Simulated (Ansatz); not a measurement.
Isolated molecules relaxed with PBE0-D4/def2-TZVP in Ansatz; ΔE leaves out vibrations. CBS: MP2 limit from def2 TZ/QZ plus the TZ coupled-cluster correction, frozen cores. This one scheme is used for every species. DFT in def2-TZVPP. Each species was taken in one conformer, which may not be the lowest.

Reaction (formal exchange of groups at a C–C bond): `CCC(O)(F)F` + `C[SiH3]` → `C[SiH2]C(O)(F)F` + `CC`

`CCC(O)(F)F`:

```xyz
12

C    -0.082   -1.264   -0.914
C     0.047    0.223   -0.645
C     0.020    0.564    0.821
O     0.138    1.899    1.006
F     1.017   -0.087    1.492
F    -1.129    0.114    1.407
H     0.735   -1.820   -0.453
H    -1.023   -1.655   -0.523
H    -0.057   -1.455   -1.988
H    -0.766    0.783   -1.113
H     0.984    0.618   -1.043
H     0.117    2.079    1.954
```

`C[SiH3]`:

Z-matrix (Å, degrees):
```
C
Si 1 1.871
H 1 1.092 2 110.8
H 1 1.092 2 110.8 3 -120.0
H 1 1.092 2 110.8 3 120.0
H 2 1.488 1 110.7 3 -179.9
H 2 1.488 1 110.7 3 -59.9
H 2 1.488 1 110.7 3 60.1
```

`C[SiH2]C(O)(F)F`:

Cartesian coordinates in Å:
```
C -1.337 0.943 0.694
Si 0.488 0.734 0.394
C 0.755 -0.804 -0.739
O 0.262 -1.926 -0.164
F 2.079 -0.981 -1.041
F 0.155 -0.611 -1.960
H -1.529 1.812 1.328
H -1.744 0.059 1.189
H -1.866 1.084 -0.250
H 1.080 1.882 -0.335
H 1.246 0.482 1.644
H 0.409 -2.674 -0.760
```

`CC`:

Z-matrix (Å, degrees):
```
C
C 1 1.519
H 1 1.093 2 111.4
H 1 1.093 2 111.4 3 120.0
H 1 1.093 2 111.4 3 -120.0
H 2 1.093 1 111.4 3 180.0
H 2 1.093 1 111.4 3 -60.0
H 2 1.093 1 111.4 3 60.0
```

Task: Is it downhill or uphill in electronic energy at CCSD(T)/CBS, and by how much? (Best estimate.)

Result: Ansatz gave: Uphill: ΔE = +3.8 kcal/mol.

Task: What do these levels give: PBE-D4, PBE0-D4, SCS-MP2/def2-TZVPP, CCSD(T)/def2-TZVPP, MP2/def2-QZVPP, MP2/CBS(def2)? (Estimate.)

Result: Computed: PBE-D4 1.5, PBE0-D4 3.3, SCS-MP2/def2-TZVPP 4.4, CCSD(T)/def2-TZVPP 4.5, MP2/def2-QZVPP 4.0, MP2/CBS(def2) 3.7 kcal/mol.

Largest T1 diagnostic among the species: 0.012.

In def2-TZVPP, CCSD(T) changes the Hartree–Fock value by −1.4 kcal/mol (the triples alone add −0.3 kcal/mol) and MP2 by −1.5 kcal/mol. From PBE to PBE0 (25 % exact exchange), in def2-TZVPP and without D4, ΔE moves by +1.8 kcal/mol.
